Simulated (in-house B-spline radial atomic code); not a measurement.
Orbital energies and mean radii along the 33-electron series, configuration [Ar] 3d10 4s2 4p3. The effective charge is n√(-2ε), a non-relativistic measure. Computed with a radial B-spline atomic code at the basis-set limit: Dirac-Hartree-Fock, average of the configuration, finite nuclei.

```json
{"ion": "As", "Z": "33", "energy of 4p1/2 (Eh)": "-0.33599", "mean radius of 4p1/2 (bohr)": "2.5242", "energy of 4p3/2 (Eh)": "-0.32553", "mean radius of 4p3/2 (bohr)": "2.5696", "energy of 3p3/2 (Eh)": "-5.8853", "mean radius of 3p3/2 (bohr)": "0.61911", "effective charge of 4p1/2": "3.279"}
{"ion": "Se+", "Z": "34", "energy of 4p1/2 (Eh)": "-0.74759", "mean radius of 4p1/2 (bohr)": "2.1104", "energy of 4p3/2 (Eh)": "-0.73112", "mean radius of 4p3/2 (bohr)": "2.1434", "energy of 3p3/2 (Eh)": "-7.0385", "mean radius of 3p3/2 (bohr)": "0.59103", "effective charge of 4p1/2": "4.8911"}
{"ion": "Br2+", "Z": "35", "energy of 4p1/2 (Eh)": "-1.2503", "mean radius of 4p1/2 (bohr)": "1.8482", "energy of 4p3/2 (Eh)": "-1.2265", "mean radius of 4p3/2 (bohr)": "1.8758", "energy of 3p3/2 (Eh)": "-8.3459", "mean radius of 3p3/2 (bohr)": "0.56514", "effective charge of 4p1/2": "6.3253"}
{"ion": "Kr3+", "Z": "36", "energy of 4p1/2 (Eh)": "-1.8351", "mean radius of 4p1/2 (bohr)": "1.6592", "energy of 4p3/2 (Eh)": "-1.8025", "mean radius of 4p3/2 (bohr)": "1.6837", "energy of 3p3/2 (Eh)": "-9.7925", "mean radius of 3p3/2 (bohr)": "0.54123", "effective charge of 4p1/2": "7.6631"}
{"ion": "Rb4+", "Z": "37", "energy of 4p1/2 (Eh)": "-2.4971", "mean radius of 4p1/2 (bohr)": "1.5131", "energy of 4p3/2 (Eh)": "-2.4542", "mean radius of 4p3/2 (bohr)": "1.5355", "energy of 3p3/2 (Eh)": "-11.37", "mean radius of 3p3/2 (bohr)": "0.5191", "effective charge of 4p1/2": "8.9392"}
{"ion": "Sr5+", "Z": "38", "energy of 4p1/2 (Eh)": "-3.2336", "mean radius of 4p1/2 (bohr)": "1.3951", "energy of 4p3/2 (Eh)": "-3.1786", "mean radius of 4p3/2 (bohr)": "1.4162", "energy of 3p3/2 (Eh)": "-13.075", "mean radius of 3p3/2 (bohr)": "0.49861", "effective charge of 4p1/2": "10.172"}
{"ion": "Zr7+", "Z": "40", "energy of 4p1/2 (Eh)": "-4.9225", "mean radius of 4p1/2 (bohr)": "1.2137", "energy of 4p3/2 (Eh)": "-4.8379", "mean radius of 4p3/2 (bohr)": "1.2329", "energy of 3p3/2 (Eh)": "-16.853", "mean radius of 3p3/2 (bohr)": "0.46189", "effective charge of 4p1/2": "12.551"}
{"ion": "Nb8+", "Z": "41", "energy of 4p1/2 (Eh)": "-5.8729", "mean radius of 4p1/2 (bohr)": "1.1416", "energy of 4p3/2 (Eh)": "-5.7704", "mean radius of 4p3/2 (bohr)": "1.1602", "energy of 3p3/2 (Eh)": "-18.922", "mean radius of 3p3/2 (bohr)": "0.4454", "effective charge of 4p1/2": "13.709"}
{"ion": "Mo9+", "Z": "42", "energy of 4p1/2 (Eh)": "-6.893", "mean radius of 4p1/2 (bohr)": "1.0784", "energy of 4p3/2 (Eh)": "-6.7702", "mean radius of 4p3/2 (bohr)": "1.0966", "energy of 3p3/2 (Eh)": "-21.11", "mean radius of 3p3/2 (bohr)": "0.43", "effective charge of 4p1/2": "14.852"}
{"ion": "Tc10+", "Z": "43", "energy of 4p1/2 (Eh)": "-7.9824", "mean radius of 4p1/2 (bohr)": "1.0225", "energy of 4p3/2 (Eh)": "-7.8368", "mean radius of 4p3/2 (bohr)": "1.0403", "energy of 3p3/2 (Eh)": "-23.415", "mean radius of 3p3/2 (bohr)": "0.4156", "effective charge of 4p1/2": "15.982"}
{"ion": "Ru11+", "Z": "44", "energy of 4p1/2 (Eh)": "-9.1408", "mean radius of 4p1/2 (bohr)": "0.9725", "energy of 4p3/2 (Eh)": "-8.9699", "mean radius of 4p3/2 (bohr)": "0.98997", "energy of 3p3/2 (Eh)": "-25.838", "mean radius of 3p3/2 (bohr)": "0.4021", "effective charge of 4p1/2": "17.103"}
{"ion": "Rh12+", "Z": "45", "energy of 4p1/2 (Eh)": "-10.368", "mean radius of 4p1/2 (bohr)": "0.92747", "energy of 4p3/2 (Eh)": "-10.169", "mean radius of 4p3/2 (bohr)": "0.94471", "energy of 3p3/2 (Eh)": "-28.378", "mean radius of 3p3/2 (bohr)": "0.38942", "effective charge of 4p1/2": "18.215"}
{"ion": "Pd13+", "Z": "46", "energy of 4p1/2 (Eh)": "-11.664", "mean radius of 4p1/2 (bohr)": "0.88664", "energy of 4p3/2 (Eh)": "-11.434", "mean radius of 4p3/2 (bohr)": "0.90371", "energy of 3p3/2 (Eh)": "-31.033", "mean radius of 3p3/2 (bohr)": "0.37749", "effective charge of 4p1/2": "19.32"}
{"ion": "Ag14+", "Z": "47", "energy of 4p1/2 (Eh)": "-13.029", "mean radius of 4p1/2 (bohr)": "0.84942", "energy of 4p3/2 (Eh)": "-12.764", "mean radius of 4p3/2 (bohr)": "0.86636", "energy of 3p3/2 (Eh)": "-33.805", "mean radius of 3p3/2 (bohr)": "0.36626", "effective charge of 4p1/2": "20.419"}
{"ion": "Cd15+", "Z": "48", "energy of 4p1/2 (Eh)": "-14.463", "mean radius of 4p1/2 (bohr)": "0.8153", "energy of 4p3/2 (Eh)": "-14.16", "mean radius of 4p3/2 (bohr)": "0.83215", "energy of 3p3/2 (Eh)": "-36.693", "mean radius of 3p3/2 (bohr)": "0.35565", "effective charge of 4p1/2": "21.513"}
{"ion": "In16+", "Z": "49", "energy of 4p1/2 (Eh)": "-15.966", "mean radius of 4p1/2 (bohr)": "0.7839", "energy of 4p3/2 (Eh)": "-15.621", "mean radius of 4p3/2 (bohr)": "0.80069", "energy of 3p3/2 (Eh)": "-39.697", "mean radius of 3p3/2 (bohr)": "0.34562", "effective charge of 4p1/2": "22.604"}
{"ion": "Sn17+", "Z": "50", "energy of 4p1/2 (Eh)": "-17.539", "mean radius of 4p1/2 (bohr)": "0.75487", "energy of 4p3/2 (Eh)": "-17.147", "mean radius of 4p3/2 (bohr)": "0.77163", "energy of 3p3/2 (Eh)": "-42.816", "mean radius of 3p3/2 (bohr)": "0.33613", "effective charge of 4p1/2": "23.69"}
{"ion": "Sb18+", "Z": "51", "energy of 4p1/2 (Eh)": "-19.18", "mean radius of 4p1/2 (bohr)": "0.72795", "energy of 4p3/2 (Eh)": "-18.738", "mean radius of 4p3/2 (bohr)": "0.7447", "energy of 3p3/2 (Eh)": "-46.051", "mean radius of 3p3/2 (bohr)": "0.32713", "effective charge of 4p1/2": "24.774"}
{"ion": "Te19+", "Z": "52", "energy of 4p1/2 (Eh)": "-20.891", "mean radius of 4p1/2 (bohr)": "0.7029", "energy of 4p3/2 (Eh)": "-20.394", "mean radius of 4p3/2 (bohr)": "0.71965", "energy of 3p3/2 (Eh)": "-49.401", "mean radius of 3p3/2 (bohr)": "0.31859", "effective charge of 4p1/2": "25.856"}
{"ion": "I20+", "Z": "53", "energy of 4p1/2 (Eh)": "-22.672", "mean radius of 4p1/2 (bohr)": "0.67951", "energy of 4p3/2 (Eh)": "-22.115", "mean radius of 4p3/2 (bohr)": "0.69629", "energy of 3p3/2 (Eh)": "-52.867", "mean radius of 3p3/2 (bohr)": "0.31047", "effective charge of 4p1/2": "26.935"}
{"ion": "Xe21+", "Z": "54", "energy of 4p1/2 (Eh)": "-24.524", "mean radius of 4p1/2 (bohr)": "0.65762", "energy of 4p3/2 (Eh)": "-23.902", "mean radius of 4p3/2 (bohr)": "0.67445", "energy of 3p3/2 (Eh)": "-56.449", "mean radius of 3p3/2 (bohr)": "0.30274", "effective charge of 4p1/2": "28.014"}
```

**Question.** How does the screening of 4p1/2 change?

**Answer.** Z less the effective charge goes from 29.72 at Z = 33 to 25.99 at Z = 54.
